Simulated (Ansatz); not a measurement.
The pair A = H3In (SMILES [InH3]) (first 4 atoms), B = NH3 (SMILES N); geometry from B3LYP-D3(BJ)/def2-TZVP.
(charge 0, multiplicity 1):
```xyz
8

In     0.6411     0.5716     0.7356
H      1.7057    -0.7881     0.5129
H     -0.7505     0.7307    -0.2988
H      1.2379     1.9805     1.5667
N     -0.5583    -0.3534     2.6348
H     -1.2680     0.2934     2.9614
H      0.0759    -0.5413     3.4036
H     -1.0152    -1.2229     2.3823
```

Correlated levels freeze the cores. Filled d and f shells under p-block atoms count as core. MP2 and its Hartree–Fock in def2-QZVPPD are density fitted.

The values were computed with Ansatz (a program for electronic structure) with Gaussian orbitals.  In def2 rows elements past Kr take small-core potentials, without spin–orbit coupling.

The counterpoise-corrected interaction energy is E(AB) − E(A in the pair's basis) − E(B in the pair's basis). Total energies (hartree):

| level | AB | A in the pair's basis | B in the pair's basis |
|---|---|---|---|
| HF/def2-TZVPPD | -247.1609702 | -190.9114301 | -56.2219262 |
| MP2/def2-TZVPPD | -247.4893773 | -190.9993199 | -56.4589489 |
| HF/def2-QZVPPD | -247.1650819 | -190.9129727 | -56.2244355 |
| MP2/def2-QZVPPD | -247.5138933 | -191.0057087 | -56.4764970 |
| CCSD(T)/def2-TZVPPD | -247.5329612 | -191.0232425 | -56.4790720 |

Problem. Work out the counterpoise-corrected interaction energy at the basis-set limit: extrapolate the MP2 correlation part as X⁻³, take Hartree–Fock from the larger set, and add the CCSD(T) − MP2 difference of def2-TZVPPD.

Solution. 
1. Differences (1 hartree = 627.509 kcal/mol): HF/def2-TZVPPD -17.328; MP2/def2-TZVPPD -19.521; HF/def2-QZVPPD -17.366; MP2/def2-QZVPPD -19.884; CCSD(T)/def2-TZVPPD -19.231.
2. Correlation parts, MP2 less HF: -2.193 in def2-TZVPPD (X = 3), -2.519 in def2-QZVPPD (X = 4).
3. Limit (4³·(-2.519) − 3³·(-2.193))/(4³ − 3³) = -2.757; with HF/def2-QZVPPD it gives -20.122.
4. CCSD(T) less MP2 in def2-TZVPPD: 0.290.
Result: -19.83 kcal/mol, against -19.52 at MP2/def2-TZVPPD. It is an estimate of this method's limit, not of the exact value.
